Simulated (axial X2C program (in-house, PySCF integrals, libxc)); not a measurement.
What spin–orbit coupling does to LiGa

Calculated with an in-house all-electron X2C program for linear molecules (integrals from PySCF). Spin-free means the one-electron spin-free X2C Hamiltonian; two-component (2c) means X2C with spin–orbit coupling and atomic mean-field two-electron Coulomb and Gaunt terms, so the difference of the two also holds small scalar two-electron terms. Basis: Ga dyall-cv3z [9s9p7d4f1g], Li dyall-cv3z [7s8p2d] (cores contracted in-house); Gaussian nuclei, density fitting, unrestricted open shells. Masses: Ga 68.926 u, Li 7.016 u.

Spin-free state: M_S = 0, Λ = 0 (closed shell); fragments Ga + Li.

| level | Re (Å) | ωe (cm⁻¹) | De (eV) | μ (D) |
| --- | --- | --- | --- | --- |
| PBE0 | 2.865 | 280.9 | 0.848 | 2.25 |
| HF | 2.907 | 285.7 | 0.052 | 3.22 |
| MP2 | 2.843 | 289.8 | 0.717 | n/a |
| CCSD | 2.856 | 280.6 | 0.927 | n/a |
| CCSD(T) | 2.854 | 277.0 | n/a | n/a |
| PBE | 2.883 | 268.2 | 0.944 | 1.67 |

Correlated methods: 14 electrons correlated (number of frozen shells: Ga 3 s, 2 p; Li 1 s), 234 virtual spin orbitals or spinors in MP2, 88 natural virtuals in coupled cluster.

Dipoles are positive if Li is the positive end.

Two-component determinant lowest at the distance of the search:

Ω = 0 (closed shell); fragments Ga + Li.

```
  level  Re (Å)  ωe (cm⁻¹)  De (eV)  μ (D)
   PBE0   2.864      280.4      n/a   2.27
     HF   2.904      284.7      n/a   3.26
    MP2   2.841      289.1    0.680    n/a
   CCSD   2.855      279.4    0.865    n/a
CCSD(T)   2.851      275.9      n/a    n/a
    PBE   2.883      267.7      n/a   1.69
```

Q: From the two tables, how do the constants change at the CCSD(T) level (2c against spin-free)?

A: At the CCSD(T) level Re decreases by 0.003 Å and ωe goes down by 1.1 cm⁻¹.

Occupations by symmetry block were frozen at the best pattern of an incomplete PBE0 search. Closed shells are restricted here (equal orbitals for both partners); the stretched side of such a curve lies too high. Dissociation energies refer to the lowest single-determinant-based atoms at the same level and basis. De is not given where an atomic determinant may have missed its ground term or J level, or where the truncated virtual space spoils (T). CCSD and (T) use frozen natural virtuals with an MP2 correction for the truncation; (T) itself is uncorrected, so its De runs slightly low. PBE0 can misorder states that lie within some tenths of an eV, so this need not be the ground state of the molecule. The nearest other spin-free determinant of the search, M_S = 1, Λ = 1, lies 0.18 eV up at the distance of the search. Without a current term, density functionals place determinants with orbital angular momentum somewhat too high.
